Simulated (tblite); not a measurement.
Parent: `[CH:1]#[C:2][SiH2:3][O:4][Si@H:5]([O:6][CH3:7])[O:8][SiH3:9]` with C2–Si3–O4–Si5 -47°, Si3–O4–Si5–O6 141°, O4–Si5–O6–C7 -167°, O4–Si5–O8–Si9 60°, C3H10O3Si3.

Structures optimised with GFN2-xTB, isolated species. One conformer each, not checked by frequencies here.

```json
{"coordinate of the parent": "C1≡C2", "value": "1.203 Å"}
{"coordinate of the parent": "C2–Si3", "value": "1.855 Å"}
{"coordinate of the parent": "Si3–O4", "value": "1.622 Å"}
{"coordinate of the parent": "O4–Si5", "value": "1.605 Å"}
{"coordinate of the parent": "Si5–O6", "value": "1.614 Å"}
{"coordinate of the parent": "O6–C7", "value": "1.396 Å"}
{"coordinate of the parent": "Si5–O8", "value": "1.616 Å"}
{"coordinate of the parent": "O8–Si9", "value": "1.618 Å"}
{"coordinate of the parent": "C1–C2–Si3", "value": "178.7°"}
{"coordinate of the parent": "C2–Si3–O4", "value": "111.2°"}
{"coordinate of the parent": "Si3–O4–Si5", "value": "149.2°"}
{"coordinate of the parent": "O4–Si5–O6", "value": "103.3°"}
{"coordinate of the parent": "O4–Si5–O8", "value": "112.4°"}
{"coordinate of the parent": "O6–Si5–O8", "value": "111.4°"}
{"coordinate of the parent": "Si5–O6–C7", "value": "125.9°"}
{"coordinate of the parent": "Si5–O8–Si9", "value": "151.9°"}
```

Problem. How does the shared frame change in `[CH:1]#[C:2][SiH2:3][O:4][Si@H:5]([OH:6])[O:7][CH3:8]` with C2–Si3–O4–Si5 -52°, Si3–O4–Si5–O6 26°, O4–Si5–O6–H 44°, O4–Si5–O7–C8 174°, C3H8O3Si2? Atoms pair as C1 = C1, C2 = C2, Si3 = Si3, O4 = O4, Si5 = Si5, O6 = O7, C7 = C8, O8 = O6 (parent first).

Solution. 
| parent | relative | value in the relative | change |
| --- | --- | --- | --- |
| C1≡C2 | C1≡C2 | 1.203 Å | 0.000 |
| C2–Si3 | C2–Si3 | 1.860 Å | +0.005 |
| Si3–O4 | Si3–O4 | 1.619 Å | -0.003 |
| O4–Si5 | O4–Si5 | 1.613 Å | +0.008 |
| Si5–O6 | Si5–O7 | 1.610 Å | -0.004 |
| O6–C7 | O7–C8 | 1.397 Å | +0.001 |
| Si5–O8 | Si5–O6 | 1.626 Å | +0.010 |
| C1–C2–Si3 | C1–C2–Si3 | 178.7° | 0.0 |
| C2–Si3–O4 | C2–Si3–O4 | 108.2° | -3.0 |
| Si3–O4–Si5 | Si3–O4–Si5 | 150.1° | +0.9 |
| O4–Si5–O6 | O4–Si5–O7 | 105.5° | +2.2 |
| O4–Si5–O8 | O4–Si5–O6 | 112.9° | +0.5 |
| O6–Si5–O8 | O7–Si5–O6 | 108.6° | -2.8 |
| Si5–O6–C7 | Si5–O7–C8 | 127.2° | +1.3 |

Of the parent's bonds, Si5–O8 changes most (+0.010 Å). Point group C1 → C1.

Problem. How does the shared frame change in `[CH:1]#[C:2][SiH2:3][O:4][SiH:5]([O:6][CH3:7])[O:8][CH3:9]` with C2–Si3–O4–Si5 -72°, Si3–O4–Si5–O6 -80°, O4–Si5–O6–C7 178°, O4–Si5–O8–C9 51°, C4H10O3Si2? Atoms pair as C1 = C1, C2 = C2, Si3 = Si3, O4 = O4, Si5 = Si5, O6 = O6, C7 = C7, O8 = O8 (parent first).

Solution. 
| parent | relative | value in the relative | change |
| --- | --- | --- | --- |
| C1≡C2 | C1≡C2 | 1.203 Å | 0.000 |
| C2–Si3 | C2–Si3 | 1.859 Å | +0.004 |
| Si3–O4 | Si3–O4 | 1.619 Å | -0.003 |
| O4–Si5 | O4–Si5 | 1.612 Å | +0.007 |
| Si5–O6 | Si5–O6 | 1.610 Å | -0.004 |
| O6–C7 | O6–C7 | 1.397 Å | +0.001 |
| Si5–O8 | Si5–O8 | 1.622 Å | +0.006 |
| C1–C2–Si3 | C1–C2–Si3 | 179.6° | +0.9 |
| C2–Si3–O4 | C2–Si3–O4 | 108.4° | -2.8 |
| Si3–O4–Si5 | Si3–O4–Si5 | 155.1° | +5.9 |
| O4–Si5–O6 | O4–Si5–O6 | 105.5° | +2.2 |
| O4–Si5–O8 | O4–Si5–O8 | 113.4° | +1.0 |
| O6–Si5–O8 | O6–Si5–O8 | 107.2° | -4.2 |
| Si5–O6–C7 | Si5–O6–C7 | 127.7° | +1.8 |

Of the parent's bonds, O4–Si5 and Si5–O8 change most and about equally (+0.006 to +0.007 Å). Bonds of the relative outside the shared frame: O8–C9 1.400 Å. Point group C1 → C1.

Problem. How does the shared frame change in `[CH:1]#[C:2][SiH2:3][O:4][Si@H:5]([O:6][CH3:7])[S:8][SiH3:9]` with C2–Si3–O4–Si5 -28°, Si3–O4–Si5–O6 55°, O4–Si5–O6–C7 48°, O4–Si5–S8–Si9 111°, C3H10O2SSi3? Atoms pair as C1 = C1, C2 = C2, Si3 = Si3, O4 = O4, Si5 = Si5, O6 = O6, C7 = C7 (parent first).

Solution. 
```tsv
parent	relative	value in the relative	change
C1≡C2	C1≡C2	1.203 Å	0.000
C2–Si3	C2–Si3	1.855 Å	0.000
Si3–O4	Si3–O4	1.633 Å	+0.011
O4–Si5	O4–Si5	1.614 Å	+0.009
Si5–O6	Si5–O6	1.623 Å	+0.009
O6–C7	O6–C7	1.399 Å	+0.003
C1–C2–Si3	C1–C2–Si3	177.1°	-1.6
C2–Si3–O4	C2–Si3–O4	109.4°	-1.8
Si3–O4–Si5	Si3–O4–Si5	147.2°	-2.0
O4–Si5–O6	O4–Si5–O6	110.7°	+7.4
Si5–O6–C7	Si5–O6–C7	125.2°	-0.7
```

Of the parent's bonds, Si3–O4 changes most (+0.011 Å). Bonds of the relative outside the shared frame: Si5–S8 2.116, S8–Si9 2.154 Å. Point group C1 → C1.

These are computed values.
